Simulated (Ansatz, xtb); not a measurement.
**AlBFHP: 3 structures ranked**

3 gas-phase structures of AlBFHP, found in a search over its isomers (lower ones may exist). Each was relaxed with GFN2-xTB; where two conformers were screened, the lower at r2SCAN-D4/def2-SVP is listed:

A. `[F][AlH][B]=[P]`, a doublet
B. `[F][Al]1[BH][P]1`, a doublet
C. `B=[P][Al][F]`, a doublet

Task: Estimate their order in r2SCAN-D4/def2-SVP energy at these geometries, lowest first.

Result: Calculated order at r2SCAN-D4/def2-SVP: B (0.0), C (9.3), A (30.2) kcal/mol.

Energies above the lowest of each column, in kcal/mol; the last columns are at PBE0-D3(BJ)/def2-SVP geometries and were run for some of them only (a dash: not run or not comparable):

```tsv
structure	GFN2-xTB	HF/STO-3G	r2SCAN-D4/def2-SVP	PBE0-D3(BJ)/def2-SVP	CCSD(T)/def2-SVP + ΔMP2/def2-TZVPP
B	0.0	1.1	0.0	0.0	0.0
C	0.1	14.6	9.3	6.3	3.8
A	14.0	0.0	30.2	–	–
```

CCSD(T)/def2-SVP + ΔMP2/def2-TZVPP puts B lowest of those it was run on; HF/STO-3G picks A. Flexible structures stand in one conformer each, not always the lowest. Frequencies (PBE0-D3(BJ)/def2-SVP) were run for B, C alone. Open shells are spin-unrestricted, some with notable spin contamination. ΔMP2 is the change of the MP2 energy from the smaller to the larger basis.

Programs: Ansatz 0.2.0, xtb 6.7.1.
